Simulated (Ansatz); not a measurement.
iminoborane (H2BN), singlet, at a GFN2-xTB geometry. Base run: Ansatz (a program for electronic structure) with CCSD(T)/def2-TZVP.

The Ansatz input:
Ansatz 0.2 input:
```yaml
crystal:
  periodic: [false, false, false]
  atoms:
    - {symbol: B, position_ang: [0.69743449, 0.01758553, 0.01585591]}
    - {symbol: N, position_ang: [-0.54198802, -0.01075454, -0.01043728]}
    - {symbol: H, position_ang: [1.83680038, 0.04037551, 0.03791482]}
    - {symbol: H, position_ang: [-1.53005672, -0.05302143, -0.04413341]}
basis:
  gaussian:
    orbitals: def2-TZVP
magnetization: {spin_polarized: false}
correlation: {method: ccsd_t}
```

### Question
The base was run again with changes. Order these runs by total energy, lowest first: method = rpa | method = mp2 | reference functional = pbe0.

### Answer
method = rpa (ΔE vs base (mEh) -23.315), reference functional = pbe0 (ΔE vs base (mEh) 1.079), method = mp2 (ΔE vs base (mEh) 25.868)
